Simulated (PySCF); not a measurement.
A structure optimised at B3LYP-D3(BJ)/def2-SVP, used in a PySCF frequency run:

```xyz
7

Si    -0.9250    -0.3634     0.0000
F     -1.5314     0.3734     1.2947
F     -1.5314     0.3734    -1.2947
N      0.7593    -0.1726     0.0000
C      1.9485     0.0043     0.0000
O      3.1037     0.1656     0.0000
H     -1.3200    -1.7756     0.0000
```
Charge 0, spin multiplicity 1.

**Question.** Write its SMILES, formula and point group.

**Answer.** O=C=N[SiH](F)F, CHF2NOSi, Cs

**Question.** What are its rotational constants (standard atomic weights)?

**Answer.** 6.5945, 1.5057, 1.3079 GHz
